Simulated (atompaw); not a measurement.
# Before and after: PAW (atompaw) potential for Ir

```
Element                 : Ir (Z = 77)
Generator               : atompaw 4.2.0.5
Type                    : PAW
Functional              : LDA (PW92)
Relativity              : scalar-relativistic
Frozen core             : [Xe] 4f14
Valence charge          : 9
Reference configuration : 5d7 6s2 6p0
Partial waves           : 6s (bound); 6s channel at 4.8 Ry; 6p (bound, empty); 6p channel at 0.8 Ry; 5d (bound); 5d channel at 0.95 Ry
Local potential         : bessel scheme, radius 2.95 bohr
Core correction         : smooth core density matched at 1.80 bohr
Augmentation charge     : sinc compensation charge, radius 2.25 bohr; PAW radius 3.00 bohr; waves and projectors: bloechl
```

All-electron outer shells of the reference configuration (LDA (PW92), scalar-relativistic, ld1.x):

```tsv
shell	level (eV)	outermost node (bohr)	outermost maximum (bohr)
4f	-62.54	–	0.39
5p	-54.92	0.54	1.01
5d	-7.36	0.59	1.31
6s	-6.58	1.17	2.38
6p	-1.35	1.39	3.43
```

Change: wave 5d channel at 0.95 Ry becomes 5d channel at 9.15 Ry.

Cutoffs: the cutoffs (Ry, on a coarse ladder) from which the occupation-weighted sum of valence levels, in a spherical-Bessel basis at the reference potential, stays within 10 and 1 mRy of its value at 400 Ry; they do not see the model core or the augmentation charge, which bear on the density cutoff.

Q: What does the change do?

A: The potential gets harder (21 Ry and 30 Ry → 25 Ry and 30 Ry); the range in which the d phases agree narrows (upper end at the end of the scan → -0.3); neither file shows a bound ghost.

```csv
quantity,base,changed
"cutoff, loose",21 Ry,25 Ry
"cutoff, tight",30 Ry,30 Ry
bound ghosts,none,none
s: phases at 3.00 bohr within 0.05 rad from the reference energy up to (Ry; the scan ends near 5),to the end of the scan,to the end of the scan
p: phases at 3.00 bohr within 0.05 rad from the reference energy up to (Ry; the scan ends near 5),0.2,0.2
d: phases at 3.00 bohr within 0.05 rad from the reference energy up to (Ry; the scan ends near 5),to the end of the scan,-0.3
lowest overlap eigenvalue by channel,"s 0.40, p 0.01, d 0.89","s 0.40, p 0.01, d 0.65"
```

 The cutoffs see the waves, projectors and local potential, not the compensation charge or the core.
